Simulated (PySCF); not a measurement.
C₄H₉, charge -1, singlet, at a GFN2-xTB geometry (in this run its highest filled SCF level lies above zero, so its values depend strongly on the basis, on diffuse functions most of all); B3LYP/STO-3G (PySCF).

Input for PySCF:
```python
from pyscf import gto, scf, dft

mol = gto.M(
    atom='''
C     0.00366132   -0.00257993    0.50987381
C     0.00604899    1.42125247   -0.05700883
H    -0.00171725    1.48743097   -1.17683124
H    -0.87186003    1.98005613    0.29102195
H     0.89392380    1.97203055    0.27830152
C     1.22682796   -0.71573222   -0.07658806
H     1.27104904   -0.74055799   -1.19724426
H     2.15487708   -0.23527963    0.25807796
H     1.26497933   -1.76050060    0.25675066
C    -1.23425894   -0.70454644   -0.05885878
H    -1.29484415   -0.72889586   -1.17875997
H    -1.27709886   -1.74894672    0.27506338
H    -2.15298495   -0.21570016    0.28911112
''',
    basis='sto-3g',
    charge=-1,
    verbose=5,
)

mf = dft.RKS(mol)
mf.xc = 'b3lyp'
mf.kernel()
```

Output, abridged:

```
PySCF version 2.14.0

[INPUT] verbose = 5
[INPUT] max_memory = 4000
[INPUT] num. atoms = 13
[INPUT] num. electrons = 34
[INPUT] charge = -1
[INPUT] spin (= nelec alpha-beta = 2S) = 0
[INPUT] symmetry False subgroup None
[INPUT] Mole.unit = angstrom
[INPUT] Symbol           X                Y                Z      unit          X                Y                Z       unit  Magmom
[...]
[INPUT] ---------------- BASIS SET ----------------
[INPUT] l, kappa, [nprim/nctr], expnt,             c_1 c_2 ...
[INPUT] H
[...]
                                0.62391373        0.53532814
                                0.1688554         0.44463454
[INPUT] C
[...]
                                13.045096         0.53532814
                                3.5305122         0.44463454
[...]
                                0.6834831         0.39951283
                                0.2222899         0.70011547
[...]
                                0.6834831         0.60768372
                                0.2222899         0.39195739

nuclear repulsion = 125.790992574556
number of shells = 21
number of NR pGTOs = 87
number of NR cGTOs = 29
basis = sto-3g
ecp = {}

******** <class 'pyscf.dft.rks.RKS'> ********
method = RKS
initial guess = minao
damping factor = 0
level_shift factor = 0
DIIS = <class 'pyscf.scf.diis.CDIIS'>
diis_start_cycle = 1
diis_space = 8
diis_damp = 0
SCF conv_tol = 1e-09
SCF conv_tol_grad = None
SCF max_cycles = 50
direct_scf = True
direct_scf_tol = 1e-13
XC library pyscf.dft.libxc version 7.1.2
    S. Lehtola, C. Steigemann, M. J. T. Oliveira, and M. A. L. Marques,  SoftwareX 7, 1–5 (2018)
XC functionals = b3lyp
    P. J. Stephens, F. J. Devlin, C. F. Chabalowski, and M. J. Frisch,  J. Phys. Chem. 98, 11623 (1994)
radial grids:
    Treutler-Ahlrichs [JCP 102, 346 (1995); DOI:10.1063/1.469408] (M4) radial grids

becke partition: Becke, JCP 88, 2547 (1988); DOI:10.1063/1.454033
pruning grids: <function nwchem_prune>
grids dens level: 3
symmetrized grids: False
atomic radii adjust function: <function treutler_atomic_radii_adjust>
small_rho_cutoff = 0
Set gradient conv threshold to 3.16228e-05
Initial guess from minao.
atom C rad-grids = 75, ang-grids = [ 50  50  50  50  50  50  50  50  50  50  50  50  50  50  50  50  50  50
  50  50  50  50  86  86  86  86  86  86  86  86  86  86 266 266 266 266
 266 266 302 302 302 302 302 302 302 302 302 302 302 302 302 302 302 302
 302 302 302 302 266 266 266 266 266 266 266 266 266 266 266 266 266 266
[...]
[...]
  mo_energy =
[-9.72657767 -9.72657686 -9.72640887 -9.52993381 -0.46519237 -0.38941528
 -0.38941373 -0.20891934 -0.13939653 -0.13846266 -0.1384613  -0.091642
 -0.09164026 -0.08354101  0.02013031  0.02013168  0.26906733  0.65858297
  0.65858302  0.67831562  0.68467297  0.68467307  0.70121925  0.73534811
  0.73534871  0.73918517  0.81440584  0.8436855   0.84368604]
nelec by numeric integration = 33.99993287438401
E1 = -467.14161242360046  E2 = 185.6091839132306  Ecoul = 211.16917636395647  Exc = -25.55999245072586
cycle= 6 E= -155.741435935814  delta_E= -4.52e-07  |g|= 7.87e-05  |ddm|= 0.00228
[...]
  mo_energy =
[-9.72656069 -9.72655987 -9.72639188 -9.52991969 -0.46518485 -0.38941158
 -0.38941002 -0.20890787 -0.13940109 -0.13845149 -0.13845013 -0.09164937
 -0.09164763 -0.08352955  0.02014555  0.02014691  0.26908144  0.65859339
  0.65859344  0.6783048   0.68466909  0.6846692   0.70123215  0.73535064
  0.73535125  0.73919465  0.81441307  0.84370246  0.843703  ]
nelec by numeric integration = 33.999932874329275
E1 = -467.14141822882675  E2 = 185.60898971540325  Ecoul = 211.1689759770621  Exc = -25.559986261658857
cycle= 7 E= -155.741435938867  delta_E= -3.05e-09  |g|= 3.7e-06  |ddm|= 0.000202
[...]
  mo_energy =
[-9.72656121 -9.7265604  -9.7263924  -9.52991863 -0.46518529 -0.3894118
 -0.38941024 -0.20890804 -0.13940107 -0.13845182 -0.13845046 -0.09164934
 -0.0916476  -0.08352986  0.0201451   0.02014647  0.26908233  0.65859295
  0.658593    0.67830497  0.6846691   0.6846692   0.70123187  0.73535057
  0.73535118  0.73919417  0.81441241  0.84370249  0.84370302]
nelec by numeric integration = 33.99993287432297
E1 = -467.1414215586688  E2 = 185.60899304524065  Ecoul = 211.16897960487128  Exc = -25.559986559630637
cycle= 8 E= -155.741435938872  delta_E= -4.66e-12  |g|= 1.8e-07  |ddm|= 7.37e-06
[...]
  mo_energy =
[-9.72656134 -9.72656052 -9.72639253 -9.52991868 -0.46518532 -0.38941185
 -0.38941029 -0.20890807 -0.13940109 -0.13845186 -0.1384505  -0.09164936
 -0.09164763 -0.08352989  0.02014506  0.02014643  0.26908225  0.65859292
  0.65859297  0.67830494  0.68466907  0.68466918  0.70123182  0.73535053
  0.73535114  0.73919413  0.81441241  0.84370244  0.84370298]
nelec by numeric integration = 33.9999328743229
E1 = -467.1414227471289  E2 = 185.6089942337005  Ecoul = 211.1689808513198  Exc = -25.559986617619263
Extra cycle  E= -155.741435938872  delta_E= -2.27e-13  |g|= 1.04e-07  |ddm|= 4.55e-07
converged SCF energy = -155.741435938872
```
